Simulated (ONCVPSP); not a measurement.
## u(r) = r·R(r): atom against pseudo-atom (zinc)

Columns: radius, all-electron u(r) and pseudo u(r) of the 3p shell (level -85.65 eV) of zinc in the configuration [Ne] 3s2 3p6 3d10 4s1 4p1; PBE, scalar-relativistic, ONCV scheme, ONCVPSP 4.0.1.

```tsv
r (bohr)	all-electron	pseudo
0.068	-0.4993	0.0450
0.135	-0.6571	0.1695
0.202	-0.3403	0.3545
0.270	0.1510	0.5756
0.338	0.6076	0.7993
0.405	0.9432	0.9943
0.473	1.1558	1.1454
0.540	1.2558	1.2355
0.608	1.2750	1.2654
0.675	1.2377	1.2403
0.742	1.1658	1.1739
0.810	1.0731	1.0803
0.878	0.9718	0.9756
0.945	0.8708	0.8719
1.013	0.7718	0.7718
1.080	0.6803	0.6801
1.148	0.5950	0.5949
1.215	0.5190	0.5189
1.283	0.4500	0.4499
1.350	0.3898	0.3897
1.418	0.3361	0.3360
1.485	0.2897	0.2896
1.553	0.2487	0.2486
1.620	0.2137	0.2136
1.688	0.1828	0.1828
1.755	0.1567	0.1566
```

(1) How many radial nodes do the two functions have?

(2) At about which radius was the pseudo-wave matched?

(3) Where does each function peak?

(4) Is the pseudo-wave norm-conserving?

Results:

(1) The all-electron 3p function has n − l − 1 = 1; the pseudo-wave has 0, since the states of the same l below it are removed with the core.

(2) 1.10 bohr. The columns agree to 0.0005 from 1.01 bohr on; several derivatives are matched, so the curves merge somewhat inside the radius.

(3) Outermost all-electron maximum near 0.61 bohr, pseudo maximum near 0.61 bohr (to the table’s step).

(4) Yes: the ONCV scheme keeps the norm inside the radius equal to the all-electron one, which fixes the energy derivative of the logarithmic derivative at the level.
